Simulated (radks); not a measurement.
Removal energies from the molybdenum ion Mo4+, [Kr] 4d(3/2: 2, 5/2: 0), by Delta-SCF beside the eigenvalue of the level emptied. Method: Dirac Kohn-Sham, PBE, spin-unpolarised, spherical densities, finite nucleus; Fermi nuclear charge, rms radius of each element as measured or else 0.836 A^(1/3) + 0.57 fm; computed with a radial shooting solver on a logarithmic mesh with Libxc functionals. Sub-shells are occupied by j as written (lower j first in brackets).

| removed from | final configuration | Delta-SCF (eV) | -eigenvalue (eV) |
|---|---|---|---|
| 4d3/2 | [Kr] 4d(3/2: 1, 5/2: 0) | 53.635 | 46.445 |
| 4p3/2 | [Ar] 3d10 4s2 4p(1/2: 2, 3/2: 3) 4d(3/2: 2, 5/2: 0) | 92.293 | 83.735 |
| 4p1/2 | [Ar] 3d10 4s2 4p(1/2: 1, 3/2: 4) 4d(3/2: 2, 5/2: 0) | 95.104 | 86.402 |
| 4s1/2 | [Ar] 3d10 4s1 4p6 4d(3/2: 2, 5/2: 0) | 120.40 | 111.19 |
